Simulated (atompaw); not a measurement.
**PBE PAW (atompaw) dataset for Kr (Z = 36), scalar-relativistic all-electron reference.**

Input for atompaw 4.2.0.5:

```
Kr 36
GGA-PBE scalarrelativistic loggrid 1500 logderivrange -16 5 526
4 4 3 0 0 0
0 0 0
c
c
c
v
c
v
v
v
2
1.40 1.00 1.30 0.95
y
-1.2
n
n
y
-3.15
n
bloechl sinc
3 0 vpsmatchnc
PWSCFOUT
UPFDX 0.0125d0 UPFXMIN -7.d0 UPFZMESH 36.d0
END
```

Command:

```bash
atompaw < Kr.input > Kr.log
```

The program printed (summary file):

```
[... start of the log left out ...]
   Valence                  :     -881.40547355443732

 PAW parameters:
       lmax =            2
         rc =    1.4025528549891497
        irc =         1024
   rc_shape =    1.0069513256725742
    rc_vloc =    1.3103877664502064
    rc_core =   0.95690198370987734
   Vloc: VPS match (norm-conservation) with l= 3;e=   0.0000E+00
   Projector type: Bloechl + Gram-Schmidt ortho.
   Sinc^2 compensation charge shape zeroed at   1.0070E+00

 Number of basis functions     6
 No.   n  nodes  l      Energy         Cp coeff         Occ
  1    4    3    0   -0.1694075E+01 -0.4659862E+02  0.2000000E+01
  2  999    4    0   -0.1200000E+01 -0.1967233E+02  0.0000000E+00
  3    3    1    1   -0.1434623E+02  0.3020534E+01  0.6000000E+01
  4    4    2    1   -0.6796748E+00  0.2701151E+01  0.6000000E+01
  5    3    0    2   -0.5982896E+01  0.1624569E+02  0.1000000E+02
  6  999    1    2   -0.3150000E+01  0.2379699E+02  0.0000000E+00

 Eigenvalues of overlap operator (in the basis of projectors):
    1       -3.67426174E-02
    2        1.33203869E+00
    3        2.55345673E+00
    4        3.00354814E+00
    5        6.78687224E+00
    6        9.09719501E+00

The overlap operator has at least one negative eigenvalue!
It might be not positive definite...
Program is stopping.
This probably means that your projectors are too similar
or that your PAW basis is incomplete.
Advice: try to change your input parameters (f.i. : reference energies).
```

The run stopped because the overlap operator built from these waves and projectors is not positive definite.

The run took about 4.6 s on one core of a shared server CPU.
